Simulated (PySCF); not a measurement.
# Computed vibrations of DyCl3(H2O)

DyCl3(H2O) (singlet in the valence; each metal's 4f electrons, 9 of them, lie in its core potential, out of spins and levels). PySCF 2.14.0, RKS PBE0, Dy lcecp-1-SVP with ECP55, Cl def2-SVP, O def2-SVP, H def2-SVP; non-relativistic Hamiltonian with scalar-relativistic core potentials where named; density fitting; no spin-orbit coupling. Central differences of gradients.

```xyz
7

Dy    0.0191   -0.0281    0.0281
Cl    1.1206    1.8967    1.1602
Cl   -1.6516   -1.3256    1.3256
Cl    1.1206   -1.1602   -1.8967
O    -1.2970    1.3569   -1.3569
H    -1.4898    2.2884   -1.1852
H    -1.4898    1.1852   -2.2884
```

Run from Python with OMP_NUM_THREADS=2. Where DIIS fails, smearing, a level shift and second-order steps follow.
It took 2 min on 2 threads of Arm Neoverse V1, on a shared host.

Q: What are the harmonic wavenumbers and infrared intensities?

A: Modes are labelled in Cs; negative numbers are unstable modes, those under 60 cm⁻¹ near the noise; a finer grid moves soft modes by up to 10 cm⁻¹.
```json
{"cm⁻¹": "-44", "km/mol": "–", "symmetry": "a''"}
{"cm⁻¹": "42", "km/mol": "25.8", "symmetry": "a'"}
{"cm⁻¹": "60", "km/mol": "29.0", "symmetry": "a'"}
{"cm⁻¹": "72", "km/mol": "1.3", "symmetry": "a''"}
{"cm⁻¹": "72", "km/mol": "3.2", "symmetry": "a'"}
{"cm⁻¹": "135", "km/mol": "8.2", "symmetry": "a''"}
{"cm⁻¹": "253", "km/mol": "202.3", "symmetry": "a'"}
{"cm⁻¹": "318", "km/mol": "7.5", "symmetry": "a'"}
{"cm⁻¹": "326", "km/mol": "2.1", "symmetry": "a'"}
{"cm⁻¹": "338", "km/mol": "72.6", "symmetry": "a''"}
{"cm⁻¹": "346", "km/mol": "142.2", "symmetry": "a'"}
{"cm⁻¹": "490", "km/mol": "70.6", "symmetry": "a''"}
{"cm⁻¹": "1610", "km/mol": "116.6", "symmetry": "a'"}
{"cm⁻¹": "3837", "km/mol": "165.5", "symmetry": "a'"}
{"cm⁻¹": "3931", "km/mol": "197.4", "symmetry": "a''"}
```

Q: Is this a minimum?

A: Probably not: 1 unstable, though so soft as to be near the noise; the lowest moves the atoms so:
```
Dy   0.00 -0.01 -0.01
Cl  -0.03  0.05 -0.06
Cl   0.00 -0.03 -0.03
Cl   0.03 -0.06  0.05
O    0.00  0.17  0.17
H    0.59  0.31  0.09
H   -0.59  0.09  0.31
```

An lcecp potential fixes the number of 4f electrons, so in runs with it no electron can move into or out of that shell.
